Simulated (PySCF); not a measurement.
PySCF input file for CH3NO2Si, SMILES O=C=N[SiH2]O, PBE0-D3(BJ)/def2-SVP. 

```python
import numpy as np
from pyscf import gto, scf, dft
from pyscf.geomopt import geometric_solver

mol = gto.M(
    atom='''
    Si   -0.94205657    0.72702044   -0.03770438
    O    -2.13758201   -0.16863051   -0.64878238
    N     0.49083058   -0.24391463   -0.03327272
    C     1.59466344   -0.48680618    0.32889509
    O     2.66799336   -0.80137886    0.62304979
    H    -0.62706313    1.88271013   -0.87257362
    H    -1.38372712    1.00304479    1.31691706
    H    -2.04750348   -0.67572682   -1.45108306
    ''',
    basis='def2-SVP',
    charge=0,
    spin=0,
    max_memory=1600,
    verbose=3,
)
mf = dft.RKS(mol, xc='pbe0').density_fit(auxbasis='def2-universal-jkfit')
mf.disp = 'd3bj'
mf.grids.level = 3
mf.conv_tol = 1e-9
mf.max_cycle = 100
mf.kernel()
grad = mf.nuc_grad_method()
grad.grid_response = mol.nao <= 150
conv, mol_eq = geometric_solver.kernel(grad, convergence_set='GAU_TIGHT', maxsteps=100)
print(mol_eq.tostring(format='xyz'))
mf.reset(mol_eq)
mf.kernel()
```

Output:

```
converged SCF energy = -534.019529115858
[banner and settings of the optimiser left out]
Geometry optimization cycle 1
Cartesian coordinates (Angstrom)
 Atom        New coordinates             dX        dY        dZ
  Si  -0.942057   0.727020  -0.037704    0.000000  0.000000  0.000000
   O  -2.137582  -0.168631  -0.648782    0.000000  0.000000  0.000000
   N   0.490831  -0.243915  -0.033273    0.000000  0.000000  0.000000
   C   1.594663  -0.486806   0.328895    0.000000  0.000000 -0.000000
   O   2.667993  -0.801379   0.623050    0.000000  0.000000  0.000000
   H  -0.627063   1.882710  -0.872574    0.000000  0.000000  0.000000
   H  -1.383727   1.003045   1.316917    0.000000  0.000000  0.000000
   H  -2.047503  -0.675727  -1.451083    0.000000  0.000000  0.000000

WARN: Mole.unit (angstrom) is changed to Bohr

converged SCF energy = -534.019529115904
--------------- DFRKS_Scanner gradients ---------------
         x                y                z
0 Si    -0.0127934933     0.0075405284     0.0021147271
1 O     0.0229127396     0.0098448231     0.0041610498
2 N     0.0271716825    -0.0130183578     0.0038228905
3 C    -0.0111287911     0.0085592076     0.0006680497
4 O    -0.0227643592     0.0038472964    -0.0082913188
5 H    -0.0016464974    -0.0115152584     0.0032355316
6 H     0.0003136460    -0.0073571832    -0.0118483534
7 H    -0.0020649272     0.0020989439     0.0061374235
----------------------------------------------
cycle 1: E = -534.019529116  dE = -534.02  norm(grad) = 0.0545222
Step    0 : Gradient = 1.928e-02/3.037e-02 (rms/max) Energy = -534.0195291159
Hessian Eigenvalues: 2.30000e-02 2.30000e-02 5.00000e-02 ... 5.69204e-01 1.11719e+00 1.30104e+00

Geometry optimization cycle 2
Cartesian coordinates (Angstrom)
 Atom        New coordinates             dX        dY        dZ
  Si  -0.952847   0.697877  -0.047318   -0.010790 -0.029143 -0.009614
   O  -2.189221  -0.184915  -0.671021   -0.051639 -0.016284 -0.022239
   N   0.503112  -0.253490  -0.022575    0.012281 -0.009575  0.010698
   C   1.625385  -0.499915   0.337420    0.030721 -0.013109  0.008525
   O   2.711835  -0.788804   0.648277    0.043841  0.012575  0.025227
   H  -0.632883   1.901159  -0.869460   -0.005820  0.018449  0.003114
   H  -1.351477   1.034098   1.344064    0.032251  0.031053  0.027147
   H  -2.098349  -0.669693  -1.493942   -0.050845  0.006034 -0.042859
converged SCF energy = -534.023016500618
--------------- DFRKS_Scanner gradients ---------------
         x                y                z
0 Si    -0.0056204620     0.0015940192     0.0007204427
1 O     0.0049428786     0.0020327734    -0.0011312839
2 N    -0.0011930955    -0.0034711102    -0.0036383221
3 C     0.0035482109     0.0022250260     0.0030144730
4 O    -0.0005506061    -0.0005806691    -0.0006198337
5 H     0.0012503789    -0.0000090111    -0.0010996655
6 H    -0.0003921463    -0.0008898660     0.0014623073
7 H    -0.0019851585    -0.0009011622     0.0012918821
----------------------------------------------
cycle 2: E = -534.023016501  dE = -0.00348738  norm(grad) = 0.0114514
Step    1 : Displace = 4.518e-02/6.677e-02 (rms/max) Trust = 1.000e-01 (=) Grad = 4.049e-03/5.886e-03 (rms/max) E (change) = -534.0230165006 (-3.487e-03) Quality = 1.035
Hessian Eigenvalues: 2.28131e-02 2.30001e-02 5.00000e-02 ... 5.68266e-01 1.16656e+00 1.30508e+00

Geometry optimization cycle 3
Cartesian coordinates (Angstrom)
 Atom        New coordinates             dX        dY        dZ
  Si  -0.952278   0.694700  -0.046983    0.000569 -0.003178  0.000335
   O  -2.191952  -0.195236  -0.666864   -0.002731 -0.010321  0.004157
   N   0.504163  -0.248627  -0.013577    0.001051  0.004863  0.008998
   C   1.626145  -0.507251   0.336483    0.000760 -0.007336 -0.000937
   O   2.713584  -0.798795   0.644289    0.001749 -0.009992 -0.003988
   H  -0.654629   1.903934  -0.867262   -0.021746  0.002775  0.002198
   H  -1.348174   1.049070   1.338732    0.003302  0.014972 -0.005332
   H  -2.081303  -0.661476  -1.499372    0.017045  0.008217 -0.005431
converged SCF energy = -534.023321057967
--------------- DFRKS_Scanner gradients ---------------
         x                y                z
0 Si    -0.0021294777     0.0007859806     0.0007718870
1 O     0.0020633902     0.0014114632    -0.0009883632
2 N    -0.0016184127    -0.0026008763    -0.0026724385
3 C     0.0014023366     0.0016076977     0.0017131291
4 O     0.0012269593    -0.0004820443     0.0002056938
5 H     0.0002619687     0.0003689301    -0.0002584722
6 H    -0.0000464083    -0.0001861104     0.0005980804
7 H    -0.0011603560    -0.0009050407     0.0006304837
----------------------------------------------
cycle 3: E = -534.023321058  dE = -0.000304557  norm(grad) = 0.00648042
Step    2 : Displace = 1.396e-02/2.200e-02 (rms/max) Trust = 1.414e-01 (+) Grad = 2.291e-03/4.065e-03 (rms/max) E (change) = -534.0233210580 (-3.046e-04) Quality = 1.555
[...]
1 O    -0.0001091547    -0.0000334647     0.0000060395
2 N    -0.0000146405    -0.0000035441     0.0000138569
3 C     0.0000085382     0.0000003582    -0.0000219920
4 O    -0.0000108561     0.0000097591     0.0000122127
5 H    -0.0000013792    -0.0000363145    -0.0000259125
6 H     0.0000050672    -0.0000448484    -0.0000034123
7 H     0.0000301003    -0.0000066015    -0.0000382780
----------------------------------------------
cycle 83: E = -534.024375467  dE = -1.37348e-07  norm(grad) = 0.0002141
Step   82 : Displace = 1.458e-03/2.444e-03 (rms/max) Trust = 3.000e-01 (=) Grad = 7.570e-05/1.580e-04 (rms/max) E (change) = -534.0243754666 (-1.373e-07) Quality = 1.459
Hessian Eigenvalues: 1.13092e-05 2.35939e-03 9.68276e-03 ... 5.86506e-01 1.13704e+00 1.95763e+00

Geometry optimization cycle 84
Cartesian coordinates (Angstrom)
 Atom        New coordinates             dX        dY        dZ
  Si  -0.990221   0.704318   0.053168   -0.001928 -0.002721  0.002022
   O  -2.070827  -0.312786  -0.675740    0.003315 -0.003874 -0.004053
   N   0.580527  -0.001430   0.124447    0.001113  0.003814  0.000320
   C   1.654794  -0.517129   0.241796    0.001689  0.004640 -0.001281
   O   2.705079  -1.015978   0.347131    0.002407  0.005802 -0.002895
   H  -0.842268   1.984600  -0.693040   -0.006626  0.001689  0.008576
   H  -1.486818   0.913124   1.432873   -0.004333 -0.011328  0.002505
   H  -1.934711  -0.518401  -1.605189    0.004363  0.001978 -0.005194
converged SCF energy = -534.024375586998
--------------- DFRKS_Scanner gradients ---------------
         x                y                z
0 Si     0.0000594979     0.0000699773     0.0000371908
1 O    -0.0000709470    -0.0000220106     0.0000037104
2 N    -0.0000035079     0.0000056682     0.0000103762
3 C     0.0000016228    -0.0000040006    -0.0000133532
4 O    -0.0000083077     0.0000065623     0.0000065984
5 H    -0.0000008257    -0.0000228748    -0.0000170972
6 H     0.0000028220    -0.0000289588    -0.0000017290
7 H     0.0000196456    -0.0000043629    -0.0000256964
----------------------------------------------
cycle 84: E = -534.024375587  dE = -1.20424e-07  norm(grad) = 0.000136336
Step   83 : Displace = 1.313e-03/2.217e-03 (rms/max) Trust = 3.000e-01 (=) Grad = 4.820e-05/9.910e-05 (rms/max) E (change) = -534.0243755870 (-1.204e-07) Quality = 1.347
Hessian Eigenvalues: 1.32295e-05 2.23058e-03 9.65873e-03 ... 5.71282e-01 1.13570e+00 1.95758e+00

Geometry optimization cycle 85
Cartesian coordinates (Angstrom)
 Atom        New coordinates             dX        dY        dZ
  Si  -0.990624   0.703565   0.053578   -0.000404 -0.000754  0.000410
   O  -2.069863  -0.313920  -0.676605    0.000964 -0.001134 -0.000865
   N   0.580858  -0.000612   0.124531    0.000331  0.000817  0.000084
   C   1.655276  -0.516072   0.241569    0.000482  0.001057 -0.000227
   O   2.705741  -1.014629   0.346537    0.000662  0.001349 -0.000594
   H  -0.843826   1.984951  -0.691014   -0.001559  0.000352  0.002026
   H  -1.487770   0.910735   1.433349   -0.000952 -0.002390  0.000476
   H  -1.934235  -0.517699  -1.606499    0.000476  0.000702 -0.001311
converged SCF energy = -534.024375633511
--------------- DFRKS_Scanner gradients ---------------
         x                y                z
0 Si     0.0000163105     0.0000173034     0.0000096146
1 O    -0.0000189405    -0.0000059091     0.0000004793
2 N     0.0000002450     0.0000026032     0.0000042840
3 C    -0.0000001265    -0.0000018064    -0.0000049954
4 O    -0.0000030470     0.0000020278     0.0000024091
5 H    -0.0000001787    -0.0000055026    -0.0000043312
6 H     0.0000005641    -0.0000077464    -0.0000006279
7 H     0.0000051732    -0.0000009700    -0.0000068325
----------------------------------------------
cycle 85: E = -534.024375634  dE = -4.65129e-08  norm(grad) = 3.61742e-05
Step   84 : Displace = 4.008e-04/6.774e-04 (rms/max) Trust = 3.000e-01 (=) Grad = 1.279e-05/2.565e-05 (rms/max) E (change) = -534.0243756335 (-4.651e-08) Quality = 1.217
Hessian Eigenvalues: 1.46274e-05 2.11213e-03 9.62272e-03 ... 5.67830e-01 1.13468e+00 1.95757e+00

Geometry optimization cycle 86
Cartesian coordinates (Angstrom)
 Atom        New coordinates             dX        dY        dZ
  Si  -0.990352   0.703853   0.053283    0.000272  0.000288 -0.000295
   O  -2.070190  -0.313564  -0.676027   -0.000327  0.000357  0.000578
   N   0.580776  -0.001109   0.124404   -0.000082 -0.000496 -0.000127
   C   1.655113  -0.516668   0.241761   -0.000163 -0.000596  0.000192
   O   2.705480  -1.015380   0.346994   -0.000261 -0.000751  0.000458
   H  -0.843035   1.984738  -0.692088    0.000791 -0.000213 -0.001074
   H  -1.487144   0.912287   1.432998    0.000627  0.001552 -0.000351
   H  -1.935094  -0.517839  -1.605880   -0.000858 -0.000140  0.000619
converged SCF energy = -534.02437563845
--------------- DFRKS_Scanner gradients ---------------
         x                y                z
0 Si     0.0000024320     0.0000022226     0.0000015054
1 O    -0.0000013973    -0.0000003152     0.0000002900
2 N    -0.0000014022    -0.0000012720     0.0000002828
3 C    -0.0000016537     0.0000017884    -0.0000013018
4 O     0.0000017772    -0.0000010597     0.0000012405
5 H    -0.0000000869    -0.0000005117     0.0000001780
6 H    -0.0000000435    -0.0000005794    -0.0000004779
7 H     0.0000003743    -0.0000002731    -0.0000017172
----------------------------------------------
cycle 86: E = -534.024375638  dE = -4.93844e-09  norm(grad) = 6.03318e-06
Step   85 : Displace = 2.182e-04/3.833e-04 (rms/max) Trust = 3.000e-01 (=) Grad = 2.133e-06/3.622e-06 (rms/max) E (change) = -534.0243756384 (-4.938e-09) Quality = 1.110
Hessian Eigenvalues: 1.45473e-05 2.08765e-03 9.54268e-03 ... 5.65979e-01 1.13625e+00 1.95827e+00

Geometry optimization cycle 87
Cartesian coordinates (Angstrom)
 Atom        New coordinates             dX        dY        dZ
  Si  -0.990337   0.703865   0.053266    0.000016  0.000013 -0.000017
   O  -2.070208  -0.313557  -0.675977   -0.000018  0.000007  0.000050
   N   0.580781  -0.001124   0.124370    0.000005 -0.000016 -0.000035
   C   1.655109  -0.516694   0.241764   -0.000004 -0.000025  0.000003
   O   2.705468  -1.015416   0.347019   -0.000012 -0.000036  0.000025
   H  -0.843013   1.984725  -0.692151    0.000022 -0.000013 -0.000063
   H  -1.487088   0.912368   1.432987    0.000056  0.000081 -0.000011
   H  -1.935159  -0.517849  -1.605832   -0.000065 -0.000010  0.000048
converged SCF energy = -534.024375638391
--------------- DFRKS_Scanner gradients ---------------
         x                y                z
0 Si    -0.0000038123    -0.0000008336    -0.0000017577
1 O     0.0000019159     0.0000009835    -0.0000010649
2 N    -0.0000020831    -0.0000007385    -0.0000006196
3 C     0.0000068901    -0.0000019983     0.0000008760
4 O    -0.0000032304     0.0000012446     0.0000001073
5 H     0.0000003955     0.0000004979     0.0000003810
6 H    -0.0000000626     0.0000000242     0.0000002748
7 H    -0.0000000130     0.0000008203     0.0000018031
----------------------------------------------
cycle 87: E = -534.024375638  dE = 5.85487e-11  norm(grad) = 9.90666e-06
Step   86 : Displace = 1.983e-05/3.266e-05 (rms/max) Trust = 3.000e-01 (=) Grad = 3.503e-06/7.227e-06 (rms/max) E (change) = -534.0243756384 (+5.855e-11) Quality = -0.928
Hessian Eigenvalues: 1.45473e-05 2.08765e-03 9.54268e-03 ... 5.65979e-01 1.13625e+00 1.95827e+00
Converged! =D

8
XYZ from PySCF
Si         -0.99033672        0.70386538        0.05326578
O          -2.07020828       -0.31355659       -0.67597729
N           0.58078149       -0.00112450        0.12436968
C           1.65510886       -0.51669352        0.24176388
O           2.70546835       -1.01541612        0.34701919
H          -0.84301251        1.98472500       -0.69215108
H          -1.48708751        0.91236757        1.43298740
H          -1.93515861       -0.51784884       -1.60583180
converged SCF energy = -534.024375638576
```

The run converged.

Cost: very roughly 7 core-minutes.
